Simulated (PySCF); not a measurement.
# Reading the logs of faulty runs: AlBH3NO

All numbers below are calculated, not measured. They come from PySCF 2.14.0, an open-source quantum chemistry program, on an isolated molecule that a program drew, which may never have been made. The molecule is AlBH3NO (charge 0, singlet), drawn as the SMILES string `[NH]=[Al][BH]O`.

Each row is a Hartree-Fock (HF) and frozen-core CCSD(T) single point in the cc-pV(D+d)Z basis, meant for a local HF minimum. Run 1 is clean. Each other run has one planted mistake out of seven kinds, and not every kind appears here: one electron removed, one electron added, multiplicity raised by two, geometry at a saddle point, minimal basis STO-3G, one bond length entered in bohr, all coordinates scaled. The reference is restricted for singlets and unrestricted otherwise, and also for a bond in bohr. Adding or removing an electron swaps singlet and doublet. Electrons count all cores. HOMO and LUMO are orbital energies over both spins, the gradient is its largest component, and the lowest frequency (negative if imaginary) is given only where the gradient is small. Bond lengths are over the 6 bonds as drawn. T1 is the CCSD diagnostic: over 0.02 (restricted) or 0.045 (unrestricted) a single reference is doubtful.

Geometry of the clean run:
```xyz
7
AlBH3NO, angstrom
N    -0.0544    3.2401    0.2311
Al    1.2268    2.3773    0.6459
B     2.9371    1.2320    1.2828
O     3.6677    0.6318    0.3285
H    -0.8430    3.7693   -0.0505
H     3.2411    1.1229    2.4421
H     4.4089    0.1399    0.6550
```

| run | electrons | basis functions | <S^2> | HOMO (eV) | LUMO (eV) | gradient (hartree/bohr) | lowest frequency (cm^-1) | mean bond (Å) | longest bond (Å) | T1 | HF (hartree) | CCSD(T) (hartree) | mistake |
|---|---|---|---|---|---|---|---|---|---|---|---|---|---|
| 1 | 36 | 80 | 0.000 | -8.68 | 1.34 | 1.8e-05 | 114 | 1.3732 | 2.155 | 0.0254 | -397.65227 | -398.19846 | no fault |
| 2 | 36 | 80 | 2.049 | -5.13 | 0.68 | 1.1e-01 | - | 1.3732 | 2.155 | 0.0216 | -397.59275 | -398.08937 | multiplicity raised by two |
| 3 | 37 | 80 | 0.762 | 0.07 | 7.63 | 5.0e-02 | - | 1.3732 | 2.155 | 0.0216 | -397.62462 | -398.17854 | one electron added |
| 4 | 36 | 80 | 0.651 | -8.72 | 0.99 | 2.4e-02 | - | 1.5516 | 2.274 | 0.0631 | -397.53689 | -398.08511 | one bond length entered in bohr |
| 5 | 36 | 27 | 0.000 | -4.21 | 7.51 | 9.8e-02 | - | 1.3732 | 2.155 | 0.0344 | -392.62373 | -392.86150 | ? |

**Which mistake was planted in run 5, and what did it cost?**

It has 27 basis functions where the clean run has 80, with the same electrons and geometry. So the mistake is: minimal basis STO-3G. Subtracting run 1 and multiplying by 627.51 kcal/mol a hartree, the energy moved by 3155.5 kcal/mol in HF and 3349.0 kcal/mol in CCSD(T).

Cautions from the logs. Run 1: T1 is over the limit, so its CCSD(T) energy is less reliable; run 3: the HOMO is above zero, so the electron isn't bound and the energy depends on the basis; run 4: T1 is over the limit, so its CCSD(T) energy is less reliable; run 5: T1 is over the limit, so its CCSD(T) energy is less reliable.
